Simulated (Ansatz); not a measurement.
Ansatz (a first-principles code) input for Zr(Cl)3(NH2) (Cl3H2NZr), SMILES [NH2][Zr]([Cl])([Cl])[Cl], multiplicity 1, CAM-B3LYP/def2-SVPD. Coordinates come from a PBE0-D3(BJ)/def2-SVP optimisation. The spin state was assumed, not searched. The structure was generated by enumeration; whether it is a known compound was not checked. The def2 effective core potentials stand for the cores of Zr; spin–orbit coupling is left out. One conformer was computed; it need not be the lowest.

Ansatz 0.2 input:
```yaml
crystal:
  periodic: [false, false, false]
  atoms:
    - {symbol: Zr, position_ang: [0.01969184, 0.08762047, -0.14025609]}
    - {symbol: Cl, position_ang: [-0.21214889, 1.35029066, 1.82789505]}
    - {symbol: Cl, position_ang: [1.97705233, -1.19424174, -0.02372872]}
    - {symbol: Cl, position_ang: [-1.94797756, -1.11874055, -0.54036141]}
    - {symbol: N, position_ang: [0.24381012, 1.34303056, -1.66542057]}
    - {symbol: H, position_ang: [1.13123789, 1.72118728, -1.99485476]}
    - {symbol: H, position_ang: [-0.51332212, 1.73853745, -2.22164165]}
basis:
  gaussian:
    orbitals: def2-SVPD
hamiltonian:
  xc: {name: CAM-B3LYP}
```

Log of the run:

```
WARN ansatz: RAYON_NUM_THREADS=1 ignored (pool sized by the plan → 1); use --threads N
Functional definition: CAM-B3LYP
integrals: 0.14 GiB planned
1453 factors; their error is unknown
integrals: 0.17 GiB planned
493 factors; integrals over basis functions are off by at most 1.9e-5 eV
mean field: 1.14 GiB planned
mean field evaluation 1: about -40358.4264 eV, gradient 5.8e1 eV
mean field evaluation 2: about -40341.7773 eV, gradient 1.0e2 eV
mean field evaluation 4: about -40365.6199 eV, gradient 3.4e0 eV
mean field evaluation 8: about -40365.6536 eV, gradient 1.9e-1 eV
mean field evaluation 16: about -40365.8385 eV, gradient 1.8e-4 eV
mean field -40365.83846586 eV, -1483.4172026723 hartree, gradient 4.7e-5 eV, S^2 0.000000; 0 other end points of the search recorded, 0 dependent functions left out
reference -40365.83860721 eV, -1483.4172078668 hartree; 36, 36 occupied and 115, 115 virtual orbitals, 1453 factors
Total energy: -40365.83860721 eV, -1483.4172078668 hartree
```

The calculation finished and met its thresholds.

Cost: very roughly 8 core-seconds.
